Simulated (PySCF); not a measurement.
AlOF, SMILES [Al](=[O])[F]. Heavy atoms are numbered as in [Al:1](=[O:2])[F:3].

The structure is a stationary point at B3LYP-D3(BJ)/def2-TZVP.

These are PBE/pcSseg-2 (PySCF) values and carry that method's errors.

GIAO shieldings, no solvent; atoms alike by connectivity are averaged. δ = σ(ref) − σ: ¹⁷O against H2O (σ = 327.5 ppm); ¹⁹F against CFCl3 (σ = 132.0 ppm), references at their B3LYP-D3(BJ)/def2-TZVP geometries, non-relativistic.

Computed chemical shifts:
```
nucleus  atoms  count  δ (ppm)
-------  -----  -----  -------
¹⁷O         O2      1     97.3
¹⁹F         F3      1   -217.4
```
